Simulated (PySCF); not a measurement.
## A survey of $^{33}$S NMR shifts

PySCF 2.14.0 with density-fitted response routines calculation with PBE0/pcSseg-1 with gauge-including orbitals and coordinates at the GFN2-xTB level; averaged over atoms made equivalent by symmetry, fast rotation or ring inversion, in vacuum, a single conformation, relativity neglected.

Shieldings were converted by a linear fit to measured shifts: $^{33}$S: δ = 158.28 − 0.937σ (rms 33.3 ppm, 20 shifts vs sulfate, solution or neat liquid). Occasional misses reach two or three times the rms, and more in compound classes unlike the fitted ones.

Q: Give the $^{33}$S shifts of `O=S=S`.

A: 
| compound | environment | δ (ppm) |
| --- | --- | --- |
| [O:1]=[S:2]=[S:3] | S3: sulfur bonded to S | 986 |
| [O:1]=[S:2]=[S:3] | S2: sulfur bonded to O, S | 783 |

Q: Order these by $^{33}$S shift, lowest first.
A. C#C[SiH2]SC(C)(C)C
B. CP(C)(=S)C1CCCC1
C. Fc1cccc2snnc12
D. C[C@@H]1C[C@]12C[C@@H]2S[SiH3]
E. CC(=S)[SiH2]O
F. F[C@@H](OC=C=S)c1ccccc1

A: B (-587 ppm, sulfur bonded to P), D (-454 ppm, sulfur bonded to C, Si), A (-332 ppm, sulfur bonded to C, Si), C (159 ppm, aromatic ring sulfur), F (512 ppm, thione sulfur), E (839 ppm, thione sulfur).
